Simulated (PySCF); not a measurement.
BiI3, SMILES [I][Bi]([I])[I].

Geometry optimised at B3LYP-D3(BJ)/def2-SVP. The isomer is the one that the SMILES or the coordinates give; other isomers of the formula were not compared. The def2 effective core potentials stand for the cores of Bi, I; spin–orbit coupling is left out.

Level of theory: HF/def2-TZVP in PySCF.

Isolated molecule, no solvent.

total energy: -1103.68359 hartree
point group: C3v
highest occupied level: -9.70 eV
lowest empty level: -0.51 eV
orbital gap: 9.19 eV
dipole moment: 0.659 e·Å
quadrupole, principal values (traceless, Buckingham form, about the centre of nuclear charge): -4.16, -4.16, 8.33 D·Å
mean static polarisability: 149.4 bohr³ (22.14 Å³)
polarisability, principal values: 107.0, 170.7, 170.7 bohr³
